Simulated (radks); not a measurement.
Results of a calculation; reference values are marked as such.
All-electron atom: Ta VIII in [Kr] 4d10 4f13 5s2 5p5 (the NIST ground configuration). Level of theory: scalar-relativistic Kohn-Sham, PBE, spin-polarised, spherical densities, point nucleus; open shells are filled with parallel spins first (spin-orbit coupling, left out, can overturn this in heavy ions) (a radial shooting solver on a logarithmic mesh with Libxc functionals). Some entries of the table are withheld. Estimate them.

orbital,occ.,eigenvalue (eV),r(max) (bohr),<r^2> (bohr^2)
1s up,1,-67479.33,0.01167,0.0004785
1s down,1,-67479.22,0.01167,0.0004785
2s up,1,-11682.62,0.06684,0.007373
2s down,1,-11682.55,0.06684,0.007373
2p up,3,-10250.22,0.05476,0.006084
2p down,3,-10250.11,0.05477,0.006084
3s up,1,-2759.557,0.1886,0.04794
3s down,1,-2758.911,0.1886,0.04793
3p up,3,-2333.593,0.1865,0.04866
3p down,3,-2332.931,0.1865,0.04864
3d up,5,-1836.859,0.1520,0.04039
3d down,5,-1836.337,0.1519,0.04037
4s up,1,-647.5609,0.4286,0.2368
4s down,1,-646.3371,0.4286,0.2368
4p up,3,-507.5575,0.4491,0.2692
4p down,3,-506.3568,0.4492,0.2691
4d up,5,-328.4123,0.4606,0.3134
4d down,5,-327.1996,0.4606,0.3133
5s up,1,-170.5172,0.9682,1.232
5s down,1,-168.9384,0.9678,1.234
5p up,3,-133.3778,1.079,(1)
5p down,2,-131.8590,1.080,(2)
4f up,7,-129.4922,0.4372,0.4516
4f down,6,-128.1700,0.4373,0.4510

Answer. 
(1) 5p up <r^2> (bohr^2): 1.568
(2) 5p down <r^2> (bohr^2): 1.577
